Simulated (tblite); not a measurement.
Species: C₃H₁₄AlNSi₂.
Cartesian coordinates in Å at the GFN2-xTB level; atoms count from 1:
```xyz
21
C3H14AlNSi2 angstrom
C     -1.7147    1.9851   -0.3675
Si    -1.2457    0.4703    0.6855
C     -2.3449   -1.0261    0.2761
N      0.3363   -0.1494    0.3149
Al     0.4481   -1.8013   -0.4274
C      1.4893    0.7135    0.5877
Si     3.0836   -0.1853    0.0953
H     -1.6592    1.7608   -1.4296
H     -1.0495    2.8210   -0.1721
H     -2.7256    2.3169   -0.1512
H     -1.3442    0.8265    2.1149
H     -1.7931   -1.6882   -0.4062
H     -2.5811   -1.6010    1.1645
H     -3.2773   -0.7533   -0.2045
H      0.4246   -1.9902   -1.9641
H      0.6306   -3.0512    0.4636
H      1.5075    0.9851    1.6493
H      1.3900    1.6552    0.0363
H      3.2129   -1.4040    0.9065
H      2.9771   -0.5755   -1.3209
H      4.2265    0.7077    0.3031
```

Computed values, GFN2-xTB/tblite, gas phase, harmonic and unscaled. The method is semi-empirical: single wavenumbers can be off by several per cent or more. Modes of hydrogen on aluminium and silicon can be 10 to 20 % off. One conformer, not necessarily the lowest. The optimisation stopped once no atom felt more than 0.01 eV/Å.

Lowest wavenumbers of the output (negative numbers stand for imaginary wavenumbers):
```
mode    cm-1
  1    -104.9
  2     -53.2
  3      54.1
  4      73.1
  5     103.8
  6     113.3
  7     118.9
  8     151.3
  9     182.1
 10     215.1
```

Problem. Is this structure a minimum?

Solution. No. 2 modes are imaginary beyond 20i (105i and 53i cm⁻¹), so at this level the point lies at or near a saddle of order 2.

Problem. Which atoms move in the imaginary modes?

Solution. 105i: H20 (Si–H hydrogen) 22 %, H19 (Si–H hydrogen) 21 %, H21 (Si–H hydrogen) 14 %, H16 (Al–H hydrogen) 11 %; 53i: H13 (methyl hydrogen) 32 %, H14 (methyl hydrogen) 24 %, H12 (methyl hydrogen) 21 %. These are shares of the mass-weighted motion.

Problem. What is the remedy?

Solution. Step along such a mode in both directions, optimise again with tighter thresholds and repeat the frequencies. The zero-point energy of this point (93.8 kcal/mol) counts the 55 real modes alone, and thermal corrections from it aren't those of a minimum.

Hardware: one thread, Arm Neoverse V1 (aarch64), shared host. Cost: 1.1 s of wall time. The figure is for the frequency step alone.
